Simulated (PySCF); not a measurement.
## Assigning NMR signals

Structure with atom numbers: `[CH3:1][O:2][Si:3]([F:4])([O:5][CH3:6])[C:7]([CH3:8])=[O:9]` (H(Xn): hydrogen on atom n).

Method: shielding tensors at PBE0/pcSseg-1 (GIAO), GFN2-xTB structure, in PySCF (no relativistic terms, one conformer, isolated molecule, rapidly exchanging positions averaged).

Referencing at the same level of theory: ¹³C (186.93 ppm), ¹H (31.72 ppm) against TMS.

(1) Assign these signals to the numbered atoms. ¹³C{¹H} NMR (computed): δ 241.4 (C), 54.3 (CH3), 40.3 (CH3).

(2) Assign these signals to the numbered atoms. ¹H NMR (600 MHz, computed): δ 4.08 (s, 6H), 2.38 (s, 3H).

Answers

(1) 
241.4 → C7, carbonyl carbon
54.3 → C1/C6, methyl carbon bonded to O: the inductive effect lowers its shielding
40.3 → C8, methyl carbon α to a carbonyl: the adjacent C=O deshields it moderately

(2) 
| δ (ppm) | atoms | environment | reason |
| --- | --- | --- | --- |
| 4.08 | H(C1)/H(C6) | hydrogen on a methyl carbon bonded to O | its carbon carries O, which withdraws density |
| 2.38 | H(C8) | hydrogen on a methyl carbon α to a carbonyl | α to C=O |

Splittings by ¹⁹F in the carbon and heteronuclear signals aren't shown, as no couplings were computed. Shifts are as computed. Against solution values, carbons near 30 ppm lie about +3 ppm off and those near 130 ppm about +5 ppm. Of 1211 compounds with measured shifts, 218 miss one by over three times the rms of a fit or turn the order of signals round; such compounds aren't used in these exercises. Multiplicities follow the n + 1 count of equivalent neighbours, as no J values were calculated; m marks all less simple cases, F and P coupling included.
